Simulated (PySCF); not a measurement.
SMILES CCOP1(=O)OCCO1, C4H9O4P

Geometry (Å), atoms numbered from 1 in this order:
```xyz
18

C     2.3523   -0.9717   -0.0264
C     2.0762    0.4861   -0.3471
O     0.6865    0.7138   -0.5461
P    -0.2509    0.6896    0.7567
O     0.4004    1.0733    1.9938
O    -0.9764   -0.7620    0.7352
C    -2.1611   -0.7413   -0.0265
C    -2.3507    0.7068   -0.5371
O    -1.5274    1.5269    0.2615
H     2.0068   -1.6106   -0.8358
H     1.8194   -1.2398    0.8841
H     3.4180   -1.1254    0.1208
H     2.5558    0.7916   -1.2808
H     2.4251    1.1207    0.4723
H    -2.9868   -1.0457    0.6245
H    -2.0733   -1.4464   -0.8574
H    -3.3795    1.0537   -0.4262
H    -2.0432    0.7867   -1.5839
```

Method used: GIAO BHandHLYP/pcSseg-1 magnetisability, rotational g tensor and spin-rotation constants, non-relativistic, gas phase in PySCF. Geometry: GFN2-xTB.

**Question.** Give the nuclear spin-rotation constants along the inertial axes (H = +C I·J) beside the isotropic shieldings.

**Answer.** Rotational constants 2.5477, 1.1400, 1.0525 GHz. A star marks the isotopologue with that one atom substituted, in its own axes.
```
atom  isotope  Caa (kHz)  Cbb (kHz)  Ccc (kHz)  mean (kHz)  σ (ppm)
  P4      31P      4.372      1.654      1.725       2.584    308.7
 H10       1H     -0.256      0.016     -0.116      -0.119     30.4
 H11       1H     -0.186     -0.130     -0.006      -0.107     30.2
 H12       1H      0.059     -0.134     -0.119      -0.065     30.9
 H13       1H     -0.207     -0.107      0.023      -0.097     27.9
 H14       1H     -0.203      0.036     -0.099      -0.088     27.3
 H15       1H     -0.082     -0.113     -0.022      -0.072     27.5
 H16       1H     -0.273      0.055     -0.104      -0.107     27.8
 H17       1H      0.125     -0.115     -0.110      -0.033     27.6
 H18       1H     -0.224     -0.099      0.020      -0.101     27.7
  C1     13C*      0.355      0.169      0.153       0.226    166.5
  C2     13C*      0.398      0.269      0.249       0.305    122.6
  O3     17O*     -0.476     -0.132     -0.104      -0.237    233.3
  O5     17O*     -0.438     -0.148     -0.148      -0.245    217.1
  O6     17O*     -0.378     -0.106     -0.113      -0.199    254.7
  C7     13C*      0.448      0.255      0.237       0.313    123.1
```
For the geometry as given, no vibrational averaging.
